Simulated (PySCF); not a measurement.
The vertical singlet excitations below were computed for one of the candidates. Computed with PySCF, TDDFT CAM-B3LYP/def2-SVPD, vertical, gas phase, core orbitals frozen in the response. Geometries: GFN2-xTB, one conformer each.

```json
{"state": "S1", "E (eV)": "5.44", "f": "0.0002", "main configurations (H = HOMO, L = LUMO)": "H→L (77%)"}
{"state": "S2", "E (eV)": "6.17", "f": "0.023", "main configurations (H = HOMO, L = LUMO)": "H→L+2 (85%)"}
{"state": "S3", "E (eV)": "6.52", "f": "0.028", "main configurations (H = HOMO, L = LUMO)": "H→L+1 (49%), H→L+3 (24%), H→L+4 (13%)"}
{"state": "S4", "E (eV)": "6.67", "f": "0.024", "main configurations (H = HOMO, L = LUMO)": "H-1→L (74%)"}
{"state": "S5", "E (eV)": "6.91", "f": "0.0094", "main configurations (H = HOMO, L = LUMO)": "H→L+1 (33%), H→L+4 (29%), H→L+3 (18%)"}
{"state": "S6", "E (eV)": "7.18", "f": "0.017", "main configurations (H = HOMO, L = LUMO)": "H→L+3 (22%), H-1→L+1 (16%), H-1→L+2 (11%)"}
{"state": "S7", "E (eV)": "7.23", "f": "0.021", "main configurations (H = HOMO, L = LUMO)": "H-1→L+1 (35%), H-1→L+2 (26%), H→L+3 (10%)"}
{"state": "S8", "E (eV)": "7.43", "f": "0.019", "main configurations (H = HOMO, L = LUMO)": "H-2→L (57%)"}
```

Triplets computed (Tamm–Dancoff): 5.04, 5.80, 6.27 eV.

Question: Which candidate is it? All have the formula C3H10OSSi2.
A. `O=[SH]/C=C\C([SiH3])[SiH3]`
B. `S([SiH2][C@@H]1CCO1)[SiH3]`
C. `C=COC[SiH2]S[SiH3]`
D. `[SiH3]C[Si@H]1COCS1`

Answer: D. Its S1 lies at 5.44 eV; the nearest of the others has S1 at 5.06 eV. S1 is HOMO→LUMO (77%). Löwdin shares by element: HOMO sulfur 70%, carbon 9% or more, silicon 8% or more; LUMO sulfur 32%, silicon 20%, carbon 7% or more (atoms not listed hold the other 41%). At the same level the other candidates give, for their lowest levels:
- `[SiH3]S[SiH2][C@@H]1CCO1`: 5.88 eV (f 0.014); 6.20 eV (f 0.002); 6.50 eV (f 0.003); 6.52 eV (f 0.016); 6.84 eV (f 0.008); T1 5.53 eV; HOMO -8.24, LUMO 0.77 eV
- `O=[SH]/C=C\C([SiH3])[SiH3]`: 5.06 eV (f 0.033); 5.80 eV (f 0.043); 5.86 eV (f 0.085); 6.12 eV (f 0.073); 6.28 eV (f 0.015); T1 3.94 eV; HOMO -8.24, LUMO 0.06 eV
- `C=COC[SiH2]S[SiH3]`: 5.99 eV (f 0.016); 6.41 eV (f 0.004); 6.68 eV (f 0.018); 6.72 eV (f 0.051); 7.00 eV (f 0.093); T1 4.50 eV; HOMO -8.45, LUMO 0.70 eV
